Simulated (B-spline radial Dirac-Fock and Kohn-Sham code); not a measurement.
# Two-hole binding energies of Zn⁷⁺

System: the Zn⁷⁺ ion in the configuration [Ar] 3d5.

Level of theory: Dirac-Fock (average of configuration) total-energy differences with a finite nucleus, the Breit interaction including its frequency dependence, and self-energy and vacuum-polarisation corrections; a B-spline atomic structure program. U is the two-hole binding energy less the two single-hole energies, the effective repulsion of the holes after relaxation. Each two-hole energy is an average over J within one jj subconfiguration.

```tsv
holes	E(a) (eV)	E(b) (eV)	E(ab) (eV)	U (eV)
1s⁻²	9839.8	9839.8	20125.4	445.8
1s⁻¹ 2p1/2⁻¹	9839.8	1228.1	?	?
1s⁻¹ 2p3/2⁻¹	9839.8	1204.7	11167.8	123.4
1s⁻¹ 3p3/2⁻¹	9839.8	248.3	10130.6	42.4
2s⁻²	1382.7	1382.7	2846.9	81.4
2s⁻¹ 2p3/2⁻¹	1382.7	1204.7	2662.3	74.8
2p1/2⁻¹ 2p3/2⁻¹	1228.1	1204.7	2521.5	88.8
2s⁻¹ 3p1/2⁻¹	1382.7	251.9	1673.3	38.7
2s⁻¹ 3p3/2⁻¹	1382.7	248.3	1669.4	38.4
2p3/2⁻¹ 3s⁻¹	1204.7	304.5	1548.1	38.9
2p1/2⁻¹ 3p3/2⁻¹	1228.1	248.3	1515.7	39.2
2p3/2⁻¹ 3p1/2⁻¹	1204.7	251.9	1496.1	39.5
3p1/2⁻¹ 3p3/2⁻¹	251.9	248.3	531.3	31.1
3p3/2⁻²	248.3	248.3	528.3	31.6
```

Problem. Give the missing two-hole energy and U.

Solution. E(ab) = 11194.6 eV and U = 126.7 eV.

Run: 19 s of CPU time on 1 thread of Intel(R) Xeon(R) Platinum 8375C CPU @ 2.90GHz (shared host), peak memory 0.37 GiB.

Values without a named source are computed, but for edge energies of neutral atoms, which are taken from tables.
